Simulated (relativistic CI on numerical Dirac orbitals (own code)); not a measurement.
## Transition arrays of Er XXV

Computed by Dirac-Coulomb-Breit CI, separate exchange-only KLI orbitals for each configuration, model QED (radiative potential, 1s self-energy scaled to tabulated hydrogen-like ionisation energies), valence Slater integrals scaled by 0.9, whole transition arrays (own radial code, finite nucleus).

Configurations in the expansion (outside the closed core [Ar] 3d10 4s2): 4p⁶4d⁸, 4p⁶4d⁷4f, 4p⁵4d⁹, 4p⁶4d⁷5p, 4p⁶4d⁷5f. Levels of other configurations are missing.

All E1 lines from the levels of 4p⁶4d⁸; mean and standard deviation are weighted by gf, and upper levels are sorted by their leading configuration.

| Upper configuration | Lines | Σgf | Mean (eV) | Mean (nm) | σ (eV) | Strongest line (nm) |
| --- | --- | --- | --- | --- | --- | --- |
| 4p⁶4d⁷4f | 726 | 263.2 | 207.94 | 5.963 | 5.84 | 5.901 |
| 4p⁵4d⁹ | 55 | 38.2 | 216.46 | 5.728 | 17.14 | 5.643 |
| 4p⁶4d⁷5p | 466 | 34.9 | 321.52 | 3.856 | 5.54 | 3.849 |
| 4p⁶4d⁷5f | 721 | 68.3 | 458.63 | 2.703 | 5.43 | 2.738 |

Σgf per state of the lower configuration in bins of 0.1 nm over the central range (centre: value): 2.65: 0.68, 2.75: 0.83, 3.75: 0.07, 3.85: 0.47, 3.95: 0.21, 5.45: 0.08, 5.55: 0.15, 5.65: 0.56, 5.75: 0.25, 5.85: 0.15, 5.95: 4.94, 6.05: 0.30, 6.15: 0.06.

Question: How do configuration mixing and the scaling of the Slater integrals move the arrays?

Answer: Slater scale 0.9, no configuration mixing: 4p⁶4d⁷4f 204.8 ± 7.1 eV (Σgf 246.5), 4p⁵4d⁹ 178.6 ± 21.3 eV (Σgf 38.7), 4p⁶4d⁷5p 321.8 ± 5.5 eV (Σgf 40.1), 4p⁶4d⁷5f 458.6 ± 5.4 eV (Σgf 70.2); Slater scale 1: 4p⁶4d⁷4f 211.9 ± 5.9 eV (Σgf 268.2), 4p⁵4d⁹ 220.1 ± 17.3 eV (Σgf 39.3), 4p⁶4d⁷5p 321.6 ± 5.7 eV (Σgf 34.3), 4p⁶4d⁷5f 458.7 ± 5.6 eV (Σgf 68.4); Slater scale 0.8: 4p⁶4d⁷4f 204.0 ± 5.8 eV (Σgf 258.3), 4p⁵4d⁹ 212.9 ± 17.0 eV (Σgf 37.1), 4p⁶4d⁷5p 321.4 ± 5.4 eV (Σgf 35.6), 4p⁶4d⁷5f 458.5 ± 5.3 eV (Σgf 68.3). With mixing, levels are counted to their leading configuration, so an array can shrink or vanish into another, and the sums then hold other lines.
